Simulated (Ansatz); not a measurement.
The numbers are results of CAM-B3LYP-D3(BJ)/def2-TZVP // PBE0-D3(BJ)/def2-SVP run with Ansatz (a quantum-chemistry and plane-wave program), not measurements. Isolated molecules, 0 K electronic values unless said otherwise. One relaxed conformer stands for a flexible species; it need not be the lowest.  In the def2 sets, heavy atoms carry core potentials.

Reference species (SMILES): `[CH3][Sn]([OH])([OH])[OH]` (neutral, multiplicity 1).

```
Item             Result
-------------  --------
HOMO–LUMO gap   9.84 eV
HOMO           -9.83 eV
LUMO            0.01 eV
```

Changed species: `C=C[CH2][Sn]([OH])([OH])[OH]` (Y = allyl; the reference has Y = methyl).

Task: Give the shifts of the HOMO–LUMO gap, HOMO and LUMO.

Result: the HOMO–LUMO gap falls by 1.44 eV, to 8.40 eV; the HOMO rises by 1.24 eV, to -8.59 eV; the LUMO drops by 0.20 eV, to -0.19 eV.
